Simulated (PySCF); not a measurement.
BiH₂F, SMILES [F][BiH2].

The structure is a stationary point at B3LYP-D3(BJ)/def2-TZVP. The def2 effective core potentials stand for the cores of Bi; spin–orbit coupling is left out.

Vertical ionisation energy (IE) and electron affinity (EA) in eV. Rows of orbital energies are one-electron estimates. Where ΔSCF, EOM or ADC give a negative EA the extra electron is unbound and the value depends on the basis.

```tsv
level	IE	EA
−ε(HOMO), −ε(LUMO), PBE0/def2-TZVPD (PySCF)	8.11	1.83
−ε(HOMO), −ε(LUMO), HF/def2-TZVPD (PySCF)	___	___
```

Task: Complete the blanks. (The exact figures need the calculation; the answer reports its results.)

Result: 
- −ε(HOMO), −ε(LUMO), HF/def2-TZVPD (PySCF), IE: 10.63
- −ε(HOMO), −ε(LUMO), HF/def2-TZVPD (PySCF), EA: -0.90
